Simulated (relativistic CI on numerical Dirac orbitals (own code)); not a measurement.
**Br⁷⁺: q coefficients and field-shift factors**

Computed by Dirac-Coulomb-Breit CI, separate exchange-only KLI orbitals for each configuration, derivatives by finite differences, unscaled Slater integrals, QED left out (own radial code, finite nucleus).

Configurations in the expansion (outside the closed core [Ar]): 3d10, 3d9 4s, 3d9 4p, 3d8 4s2, 3d9 4d, 3d8 4s 4p, 3d8 4p2, 3d9 4f. Levels of other configurations are missing.

With x = (α/α₀)² − 1 an excitation energy changes as ω = ω₀ + qx; K = 2q/ω₀ is the relative enhancement. Terms are leading LS components, so labels can repeat. The field-shift factor is F = δν/δ⟨r²⟩ for the transition from the lowest level.

Lowest level 3d10 1S_0.

```csv
Level,ω₀ (cm⁻¹),q (cm⁻¹),K,F (GHz/fm²)
3d9 4s 3D_3,552398,-26390,-0.0955,12.1
3d9 4s 3D_2,555223,-25110,-0.0904,12
3d9 4s 3D_1,560857,-18030,-0.0643,12.1
3d9 4s 1D_2,565012,-18990,-0.0672,12
3d9 4p 3P°_2,684949,-19760,-0.0577,2.42
3d9 4p 3F°_3,690369,-21390,-0.062,2.43
3d9 4p 3P°_1,693458,-10880,-0.0314,2.41
3d9 4p 3F°_4,696069,-13200,-0.0379,2.37
3d9 4p 3F°_2,696294,-13820,-0.0397,2.46
3d9 4p 3P°_0,698538,-4809,-0.0138,2.42
3d9 4p 1D°_2,704563,-14710,-0.0418,2.4
3d9 4p 3D°_3,705014,-11690,-0.0332,2.38
3d9 4p 3D°_3,708361,-7036,-0.0199,2.41
3d9 4p 1P°_1,708708,-13010,-0.0367,2.44
3d9 4p 3D°_1,712331,-7633,-0.0214,2.4
3d9 4p 3D°_2,713705,-5732,-0.0161,2.42
3d9 4d 3S_1,897596,-10550,-0.0235,2.65
3d9 4d 3G_5,906756,-11180,-0.0247,2.64
3d9 4d 3G_4,906996,-12060,-0.0266,2.64
3d9 4d 3P_2,907717,-11720,-0.0258,2.65
3d9 4d 1P_1,907787,-11470,-0.0253,2.65
3d9 4d 3D_3,910580,-11380,-0.025,2.65
3d9 4d 3G_3,911660,-9131,-0.02,2.66
```

At this charge configurations can still be misplaced by up to about 7 % of their energy.
